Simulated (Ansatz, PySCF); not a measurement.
C2H5Cl2In, SMILES C[CH2][In]([Cl])[Cl]. Atoms are numbered in the order given.

```xyz
10

In     0.0478     0.1266    -0.0341
Cl    -0.3857    -1.7760     1.2801
Cl     1.2589     1.7477     1.1582
C     -0.6213     0.2831    -2.0769
C     -1.3794    -0.9384    -2.5694
H      0.2871     0.4806    -2.6674
H     -1.2306     1.1997    -2.1149
H     -2.2859    -1.1319    -1.9764
H     -0.7667    -1.8514    -2.5304
H     -1.6964    -0.8013    -3.6167
```
Charge 0, spin multiplicity 1.

Geometry optimised at PBE0-D3(BJ)/def2-SVP. The structure was generated by enumeration; whether it is a known compound was not checked. The def2 effective core potentials stand for the cores of In; spin–orbit coupling is left out. The values are those of a single conformer.

Two levels are set side by side: PBE-D3(BJ)/def2-SVP (Ansatz, a quantum-chemistry and plane-wave program) and PBE0-D3(BJ)/def2-SVP (Ansatz). Each level has its own optimised geometry; the coordinates shown are those of the second. Frequencies come from the Hessian of PySCF at each geometry. Differences are taken from unrounded values.

```
quantity                            PBE0-D3(BJ)  PBE-D3(BJ)  PBE-D3(BJ) minus PBE0-D3(BJ)
----------------------------------  -----------  ----------  ----------------------------
mean bond length (Å)                      1.542       1.556                         0.013
bond In1–Cl2 (Å)                          2.353       2.376                         0.023
bond In1–Cl3 (Å)                          2.349       2.371                         0.023
bond In1–C4 (Å)                           2.155       2.181                         0.026
bond C4–C5 (Å)                            1.520       1.525                         0.006
bond C4–H6 (Å)                            1.101       1.109                         0.008
bond C4–H7 (Å)                            1.101       1.109                         0.008
bond C5–H8 (Å)                            1.100       1.108                         0.008
bond C5–H9 (Å)                            1.100       1.108                         0.008
bond C5–H10 (Å)                           1.103       1.112                         0.009
highest harmonic wavenumber (cm⁻¹)         3162        3075                           -87
mean harmonic wavenumber (cm⁻¹)            1223        1183                           -40
zero-point energy (kcal/mol)              41.97       40.60                         -1.37
```

Exact exchange shortens and stiffens bonds; PBE has none. Differences between two approximate levels are no errors against the true value.
